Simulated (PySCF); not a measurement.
Vertical excitations of a molecule C₄H₅Si, multiplicity 2 from TDA-PBE/def2-SVPD (PySCF), as energy in eV (oscillator strength): 1.83 (0.003), 3.78 (0.032), 3.84 (0.000), 4.18 (0.032), 4.37 (0.000), 4.40 (0.005), 4.60 (0.000), 4.65 (0.076), 4.92 (0.012), 5.00 (0.033). Coordinates come from a PBE-D3(BJ)/def2-SVP optimisation. A frequency run showed that this geometry is not a minimum. Other conformers were not sampled.

Problem. Which molecule gave these data?
A) C1=C[SiH]C=C1
B) [C]1=CC=C[SiH2]1
C) [C]1=C[SiH2]C=C1

Solution. A, C1=C[SiH]C=C1
